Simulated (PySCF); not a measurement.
## Electron correlation in P⁺ (phosphorus, charge +1)

[Ne] 3s2 3p2, high-spin 3P determinant. Computed with PySCF 2.14 in x2c-TZVPall, with the spin-free X2C one-electron Hamiltonian (Gaussian nucleus). Frozen: [Ne]; 4 electrons correlated.

MP2 pair energies summed by pair of shells (mhartree):

```tsv
pair	energy	share (%)
3s-3p	-37.54	62.1
3s-3s	-16.57	27.4
3p-3p	-6.35	10.5
```

Total MP2 correlation energy: -60.47 mhartree.

Same-spin part -10.21 and opposite-spin part -50.26 mhartree; SCS-MP2 scales them by 1/3 and 6/5 to -63.71 mhartree.

```csv
level,correlation energy (mhartree)
CCSD,-81.04
(T),-2.23
CCSD(T),-83.27
```

Diagnostics: T1 = 0.0096, D1 = 0.0249, largest double amplitude 0.103.

Cost of the coupled-cluster step: 0.37 s of wall time on 1 thread of Intel(R) Xeon(R) Platinum 8375C CPU @ 2.90GHz (shared host), for 4 correlated electrons.
